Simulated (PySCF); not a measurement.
C₄H₆BFO, SMILES O=C1CCCB1F.

Geometry: B3LYP-D3(BJ)/def2-SVP. This is a generated structure with no PubChem entry under its InChIKey; it may be hypothetical. One conformer was computed; it need not be the lowest.

All values below come from B3LYP-D3(BJ)/def2-SVP run with PySCF.

Frequencies are harmonic and unscaled.

Computed normal modes with their intensities:
```
mode  ν (cm⁻¹)  IR (km/mol)  moving atoms (share of kinetic energy)
----  --------  -----------  --------------------------------------
1           84          0.6          C 35 %, H 24 %, O 22 %, F 19 %
2          177          3.3                          H 43 %, C 41 %
3          253          3.8                   F 45 %, O 39 %, C 9 %
4          305          6.0          H 34 %, B 26 %, C 24 %, F 10 %
5          417          0.9          H 34 %, C 31 %, F 17 %, O 11 %
6          485          8.7  C 37 %, H 22 %, O 17 %, F 13 %, B 11 %
7          545          8.5                  C 42 %, H 40 %, B 14 %
8          568          5.4           C 49 %, H 19 %, F 17 %, O 9 %
9          662          1.9          C 47 %, O 23 %, H 15 %, F 11 %
10         756         16.1                  C 49 %, H 37 %, B 13 %
11         838          4.2                  H 46 %, C 36 %, B 17 %
12         880          0.1                          H 52 %, C 47 %
13         910          1.6                          H 64 %, C 35 %
14         992         69.9                  C 42 %, B 28 %, H 24 %
15        1009          1.3                          C 52 %, H 45 %
16        1074          6.6                   H 73 %, C 17 %, B 9 %
17        1115         26.9                  H 45 %, C 37 %, B 15 %
18        1183         43.0                  C 46 %, H 39 %, B 13 %
19        1219         18.4                          H 65 %, C 30 %
20        1265         23.0                   H 46 %, C 44 %, B 8 %
21        1290          4.9                          H 76 %, C 23 %
22        1328         23.6                          H 65 %, C 31 %
23        1387         17.8                           H 91 %, C 8 %
24        1417         10.1                           H 92 %, C 8 %
25        1460        230.7           B 65 %, F 16 %, C 10 %, H 9 %
26        1483         18.9                           H 88 %, C 8 %
27        1820        126.2                          C 63 %, O 37 %
28        2985          9.1                                  H 94 %
29        3007          9.0                                  H 94 %
30        3043         30.7                                  H 94 %
31        3096         11.1                           H 91 %, C 9 %
32        3099         16.8                           H 91 %, C 9 %
33        3105         11.8                           H 91 %, C 9 %
```
